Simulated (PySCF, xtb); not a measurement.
Cl2H6Si3, SMILES [SiH3][SiH2][SiH](Cl)Cl.

GFN2-xTB (xtb 6.7.1) at its own geometry gives an orbital gap of 3.85 eV and a dipole moment of 2.03 D.

Geometry optimised at B3LYP-D3(BJ)/def2-SVP. The values are those of a single conformer.

Question: What does M06-2X/def2-TZVP in PySCF give? (An estimate is asked for; the answer gives what the named calculation found.)

Answer: gap 9.14 eV (levels -9.10 and 0.05 eV), dipole 1.76 D.
